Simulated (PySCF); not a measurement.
Electron correlation in Ne³⁺ (neon, charge +3)

[He] 2s2 2p3, high-spin 4S determinant. All numbers are calculated (PySCF 2.14, the non-relativistic Hamiltonian (point nucleus), in def2-TZVPPD (6s4p3d1f, 40 functions)). Frozen: nothing; 7 electrons correlated.

```
  level  correlation energy (mhartree)
   CCSD                        -129.86
    (T)                          -0.92
CCSD(T)                        -130.78
```

Diagnostics: T1 = 0.0017, D1 = 0.0045, largest double amplitude 0.026.

Question: Is a single reference adequate?

Answer: Yes: T1 lies below 0.03 and no double amplitude reaches 0.07.

This basis was not built for core-valence correlation, so the inner-shell part is incomplete.
